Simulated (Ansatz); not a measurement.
Basis sets compared for the cluster Hg₄Se₄. The state is a singlet with charge 0. Geometry r2SCAN-D4/def2-SVP. Ansatz on 4 threads of Arm Neoverse V1 on a shared host; times are rough, and most runs start from earlier orbitals.

```xyz
8

Hg   -0.241    2.426    0.836
Hg    0.492   -1.150   -0.575
Hg   -1.996   -0.289    1.434
Hg    1.617   -3.477   -2.462
Se   -0.994   -2.508    0.915
Se    1.597    0.720   -1.830
Se    2.093    2.152   -0.006
Se   -2.568    2.125    1.687
```

In the def2 sets Hg takes a core potential; there is no spin–orbit coupling. The structure comes from a short search, and lower isomers may exist.

Binding counts from free atoms (Hg singlet, Se triplet) in the same basis, without a counterpoise term.

| level | functions | energy (Eh) | HOMO (eV) | LUMO (eV) | binding per atom (eV) | wall time |
| --- | --- | --- | --- | --- | --- | --- |
| PBE-D4/def2-SVP | 256 | -10217.9343 | -5.41 | -3.11 | 1.39 | 9.5 s |
| PBE0-D4/def2-SVP | 256 | -10218.0696 | -6.38 | -2.44 | 1.31 | 21 s |

**Question.** Estimate the rows for PBE-D4/def2-TZVP, PBE0-D4/def2-TZVP (with forces).

**Answer.** 
```
                          level  functions  energy (Eh)  HOMO (eV)  LUMO (eV)  binding per atom (eV)  wall time
               PBE-D4/def2-TZVP        364  -10219.1582      -5.48      -3.17                   1.47       18 s
PBE0-D4/def2-TZVP (with forces)        364  -10219.2946      -6.41      -2.47                   1.41       49 s
```
